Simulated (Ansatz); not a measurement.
Input file for Ansatz (a first-principles code): R-CCSD(T)/cc-pVTZ on CHN (SMILES C#N).

Ansatz 0.2 input:
```yaml
crystal:
  periodic: [false, false, false]
  atoms:
    - {symbol: C, position_ang: [-0.02648195, -0.00041519, -0.00000000]}
    - {symbol: N, position_ang: [1.11957026, 0.01676751, 0.00000000]}
    - {symbol: H, position_ang: [-1.09308831, -0.01635233, 0.00000000]}
basis:
  gaussian:
    orbitals: cc-pVTZ
magnetization: {spin_polarized: false}
correlation: {method: ccsd_t, electrons: outside_noble_gas}
scf: {lower_state_search: off}
```

It printed:

```
WARN ansatz: RAYON_NUM_THREADS=4 ignored (pool sized by the plan → 4); use --threads N
Functional definition: HF
these checks for a lower state are left out or cut short: stability, starts, cluster_reference, orbital_swaps, neighbouring_geometries, increment
integrals: 0.04 GiB planned
432 factors; integrals over basis functions are off by at most 1.3e-3 eV
mean field: 0.08 GiB planned
mean field evaluation 1: about -2526.3457 eV, gradient 2.7e1 eV
mean field evaluation 2: about -2526.3489 eV, gradient 2.7e1 eV
mean field evaluation 4: about -2528.1515 eV, gradient 2.6e0 eV
mean field evaluation 8: about -2528.1809 eV, gradient 1.4e-4 eV
mean field -2528.18089252 eV, -92.9089341375 hartree, gradient 1.1e-6 eV, S^2 0.000000; 0 other end points of the search recorded, 0 dependent functions left out
2 core orbitals not correlated
reference -2528.18089252 eV, -92.9089341375 hartree; 5, 5 occupied and 67, 67 virtual orbitals, 432 factors
second order -9.35480272 eV of doubles, -0.00000000 eV of singles
coupled cluster: 0.14 GiB planned
cycle   1  -9.08687392 eV  change    2.7e-1 eV  update   8.0e-2
cycle   2  -9.40526579 eV  change   -3.2e-1 eV  update   2.5e-2
cycle   3  -9.47103276 eV  change   -6.6e-2 eV  update   1.1e-2
cycle   4  -9.47194273 eV  change   -9.1e-4 eV  update   2.8e-3
cycle   5  -9.47479306 eV  change   -2.9e-3 eV  update   1.1e-3
cycle   6  -9.47527282 eV  change   -4.8e-4 eV  update   2.5e-4
cycle   7  -9.47531359 eV  change   -4.1e-5 eV  update   5.5e-5
cycle   8  -9.47534752 eV  change   -3.4e-5 eV  update   1.4e-5
cycle   9  -9.47534747 eV  change    5.2e-8 eV  update   3.5e-6
perturbative correction -0.48028220 eV, -0.0176500451 hartree
Total energy: -2538.13652218 eV, -93.2747967795 hartree
Checks for a lower state left out: stability, starts, cluster_reference, orbital_swaps, neighbouring_geometries, increment
```

The run converged.

Cost: about 0.7 core-seconds (a rough figure).
